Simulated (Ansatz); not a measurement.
Start from `[SiH3][SiH]1C[SiH2]O1` and change one element to get `[SiH3][SiH]1C[SiH2]S1`.

Ansatz, PBE0-D4/def2-TZVP geometries, multiplicity 1. 

```tsv
property	`[SiH3][SiH]1C[SiH2]O1`
HOMO energy (PBE0/def2-TZVPP) / eV	-7.73
size of the dipole moment (B3LYP/def2-TZVPP) / D	1.56
HOMO energy (PBE/def2-TZVPP) / eV	-6.57
LUMO energy (PBE/def2-TZVPP) / eV	-1.63
HOMO–LUMO gap (PBE0/def2-TZVPP) / eV	6.95
LUMO energy (PBE0/def2-TZVPP) / eV	-0.78
```

(1) Give the same properties after the change, and the shifts. (Best estimate.)

Answers

(1) Computed: 
```csv
property,`[SiH3][SiH]1C[SiH2]S1`,shift
HOMO energy (PBE0/def2-TZVPP) / eV,-7.12,0.61
size of the dipole moment (B3LYP/def2-TZVPP) / D,1.90,0.34
HOMO energy (PBE/def2-TZVPP) / eV,-6.01,0.56
LUMO energy (PBE/def2-TZVPP) / eV,-1.63,0.00
HOMO–LUMO gap (PBE0/def2-TZVPP) / eV,6.31,-0.64
LUMO energy (PBE0/def2-TZVPP) / eV,-0.81,-0.03
```

Dipoles are sizes alone; their direction can turn.

Positive LUMOs are unbound, so they and the gaps depend on the basis.

B3LYP here is the variant with VWN-RPA as its local correlation; programs differ in this.
